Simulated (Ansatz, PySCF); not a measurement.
CH5AlO2, SMILES [CH3][Al]([OH])[OH]. Atoms are numbered in the order given.

```xyz
9

Al    -0.0188    -0.0523     0.0128
C     -1.5742    -1.1948    -0.1358
H     -1.4634    -1.8794    -0.9944
H     -2.4940    -0.6116    -0.3012
H     -1.7096    -1.8182     0.7623
O     -0.0068     1.4367    -0.8197
H      0.6817     2.1008    -0.8657
O      1.2997    -0.5731     0.9619
H      2.1394    -0.1417     1.1228
```
Charge 0, spin multiplicity 1.

Geometry optimised at ωB97X-D3(BJ)/def2-SVP. The isomer is the one that the SMILES or the coordinates give; other isomers of the formula were not compared. Other conformers were not sampled.

Two levels are set side by side: PBE-D3(BJ)/def2-SVP (Ansatz, a first-principles code) and ωB97X-D3(BJ)/def2-SVP (PySCF). Each level has its own optimised geometry; the coordinates shown are those of the second. Differences are taken from unrounded values.

```json
[
 {"quantity": "mean bond length (Å)", "ωB97X-D3(BJ)": "1.321"},
 {"quantity": "bond Al1–C2 (Å)", "ωB97X-D3(BJ)": "1.936"},
 {"quantity": "bond Al1–O6 (Å)", "ωB97X-D3(BJ)": "1.706"},
 {"quantity": "bond Al1–O8 (Å)", "ωB97X-D3(BJ)": "1.706"},
 {"quantity": "bond C2–H3 (Å)", "ωB97X-D3(BJ)": "1.104"},
 {"quantity": "bond C2–H4 (Å)", "ωB97X-D3(BJ)": "1.102"},
 {"quantity": "bond C2–H5 (Å)", "ωB97X-D3(BJ)": "1.102"},
 {"quantity": "bond O6–H7 (Å)", "ωB97X-D3(BJ)": "0.958"},
 {"quantity": "bond O8–H9 (Å)", "ωB97X-D3(BJ)": "0.958"}
]
```

What does PBE-D3(BJ) give, and how far is it from ωB97X-D3(BJ)? (An estimate is asked for; the answer gives what the named calculation found.)


| quantity | PBE-D3(BJ) | PBE-D3(BJ) minus ωB97X-D3(BJ) |
|---|---|---|
| mean bond length (Å) | 1.332 | 0.010 |
| bond Al1–C2 (Å) | 1.945 | 0.009 |
| bond Al1–O6 (Å) | 1.722 | 0.016 |
| bond Al1–O8 (Å) | 1.722 | 0.016 |
| bond C2–H3 (Å) | 1.111 | 0.007 |
| bond C2–H4 (Å) | 1.108 | 0.007 |
| bond C2–H5 (Å) | 1.108 | 0.007 |
| bond O6–H7 (Å) | 0.969 | 0.011 |
| bond O8–H9 (Å) | 0.969 | 0.011 |

GGA bonds tend to be longer and softer than those of functionals with exact exchange. Differences between two approximate levels are no errors against the true value.
